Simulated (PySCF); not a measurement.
# Interval between two levels of V+ by level of theory

V+ [Ar] 3d4 [5D4, M_J = 4] → V+ [Ar] 3d3 4s1 [5F5, M_J = 5], as a difference of total energies. Calculation: PySCF 2.14, in x2c-TZVPall-2c with one added diffuse shell each of s, p, d type (7s8p5d1f, 63 functions); the two-component X2C-1e Hamiltonian. Correlated levels: [Ne] frozen; the 6 highest virtual spinors dropped. "Screened" scales the spin-orbit matrix elements by Boettger's factors to mimic the two-electron term; Breit and QED terms are absent.

```json
{"method": "GHF (spin-free)", "interval between two levels (cm⁻¹)": "-2870.6", "error (cm⁻¹)": "-5694"}
{"method": "GMP2 (spin-free)", "interval between two levels (cm⁻¹)": "1942.3", "error (cm⁻¹)": "-881"}
{"method": "GHF (screened spin-orbit)", "interval between two levels (cm⁻¹)": "-2756.9", "error (cm⁻¹)": "-5580"}
{"method": "GMP2 (screened spin-orbit)", "interval between two levels (cm⁻¹)": "2056.1", "error (cm⁻¹)": "-767"}
```

Reference: 2823.6 cm⁻¹ (measured; NIST Handbook of Basic Atomic Spectroscopic Data (Sansonetti and Martin, J. Phys. Chem. Ref. Data 34, 1559 (2005))).

Errors of the correlated levels include the incompleteness of this basis and the frozen core.

The labels give the starting determinants; with spin-orbit coupling the two ends relaxed to ⟨J²⟩ = 20.01, ⟨L²⟩ = 6.01, ⟨S²⟩ = 6.00 and ⟨J²⟩ = 30.01, ⟨L²⟩ = 12.01, ⟨S²⟩ = 6.00.
